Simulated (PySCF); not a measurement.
ClMg (SMILES [Mg+][Cl]), charge +1, singlet, at a GFN2-xTB geometry (such geometries of metal compounds can be far from the true shape). Base run: PBE0/6-31G in PySCF.

Here is a job for PySCF.
```python
from pyscf import gto, scf, dft

mol = gto.Mole()
mol.atom = '''
    Mg   -0.000000   -0.000000   -1.210803
    Cl    0.000000    0.000000    0.854684
'''
mol.basis = '6-31g'
mol.charge = 1
mol.spin = 0
mol.verbose = 4
mol.build()

mf = dft.RKS(mol)
mf.xc = 'pbe0'
mf.kernel()
mf.analyze()
```

Each row names what was changed in the base input (with any setting that the change needs).

```csv
change,basis functions,E (Eh),HOMO (eV),HOMO-LUMO gap (eV)
base,26,-659.71380,-14.21,4.33
basis = jorge-DZP-DKH; relativity = none,48,-659.53550,-14.09,4.41
basis = jorge-DZP-DKH; relativity = spin-free X2C,48,-661.50955,-14.08,4.40
basis = ANO-RCC-VDZP; relativity = spin-free X2C,36,-661.51448,-14.05,4.32
basis = cc-pVDZ-DK; relativity = spin-free X2C,36,-661.50712,-14.04,4.45
basis = cc-pVDZ-DK; relativity = spin-free X2C; nucleus = Gaussian (with mol.nucmod = 'G'),36,-661.50655,-14.04,4.45
basis = cc-pVDZ-DK; relativity = none,36,-659.38598,-14.05,4.47
basis = jorge-DZP-DKH; relativity = spin-free X2C; nucleus = Gaussian (with mol.nucmod = 'G'),48,-661.50899,-14.08,4.40
basis = ANO-RCC-VDZP; relativity = spin-free X2C; nucleus = Gaussian (with mol.nucmod = 'G'),36,-661.51390,-14.05,4.32
basis = ANO-RCC-VDZP; relativity = none,36,-659.34536,-14.06,4.34
```

Totals shift with the method and basis; they matter in differences.

Basis sets contracted for a relativistic Hamiltonian are a mismatch without it, so the rows without relativity aren't non-relativistic limits. No row has spin-orbit coupling; sets with core potentials leave out the core electrons.
